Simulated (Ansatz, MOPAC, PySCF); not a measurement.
Ligands exchanged one at a time, Al H-I. Gas-phase values, no solvent. Strings in code marks are SMILES.

Quantity: vertical ionisation energy (energy after one electron is removed minus that of the parent at the parent's geometry), in eV.

Level 1: frozen-core CCSD(T)/def2-TZVPP // B3LYP-D3(BJ)/def2-TZVP (Ansatz, a first-principles code)
Level 2: TPSSh-D3(BJ)/def2-TZVP // B3LYP-D3(BJ)/def2-TZVP (PySCF)
Level 3: minus the HOMO energy of PM3 // B3LYP-D3(BJ)/def2-TZVP (MOPAC)
Level 4: minus the HOMO energy of PM6 // B3LYP-D3(BJ)/def2-TZVP (MOPAC)

| species | level 1 | level 2 | level 3 | level 4 |
|---|---|---|---|---|
| `[I][AlH][I]` | 9.93 | 9.50 | 10.28 | 9.91 |
| `[AlH3]` | 11.43 | 11.12 | 11.45 | 11.67 |
| `[AlH2][I]` | 9.92 | 9.77 | 10.20 | 9.88 |
